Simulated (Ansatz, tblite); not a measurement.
Bond stretch in SMILES CO[Si](C)(OC)OC, singlet. The C1–H20 bond (C1 also carries H, H, O; H20 carries nothing else) is pulled apart rigidly from the PBE0/def2-SVP optimised geometry.

- RKS-PBE = restricted PBE/def2-SVP run with Ansatz (a quantum-chemistry and plane-wave program)
- GFN2-xTB, 300 K electronic temperature (tblite)
- RKS-PBE0 = Ansatz with restricted PBE0/def2-SVP
- UKS-PBE0 = Ansatz with unrestricted PBE0/def2-SVP

Energies relative to the lowest point of each curve near equilibrium, in mEh:

```csv
R / Å,RKS-PBE,GFN2-xTB,RKS-PBE0
0.91,35.4,28.2,33.6
1.03,4.5,2.3,3.8
1.08,0.6,0.0,0.3
1.10,0.0,0.0,0.0
1.17,1.5,2.9,2.3
1.25,8.0,10.3,9.8
1.32,16.2,18.7,19.0
1.44,33.2,35.4,37.8
1.60,57.6,59.6,64.8
2.06,119.2,122.1,133.8
2.32,145.0,148.3,163.5
2.70,172.5,174.6,196.1
```

Task: Predict the corresponding UKS-PBE0 column.

Result: 0.91: 33.6; 1.03: 3.8; 1.08: 0.3; 1.10: 0.0; 1.17: 2.3; 1.25: 9.8; 1.32: 19.0; 1.44: 37.8; 1.60: 64.8; 2.06: 133.1; 2.32: 152.7; 2.70: 163.9 (mEh).

The restricted form behind RKS-PBE, RKS-PBE0 keeps the bonding electrons paired and can't separate into open-shell fragments. The unrestricted determinant behind UKS-PBE0 is spin-contaminated at 2.06 to 3.18 Å (<S²> up to 1.0, against 0.00 for a pure singlet).
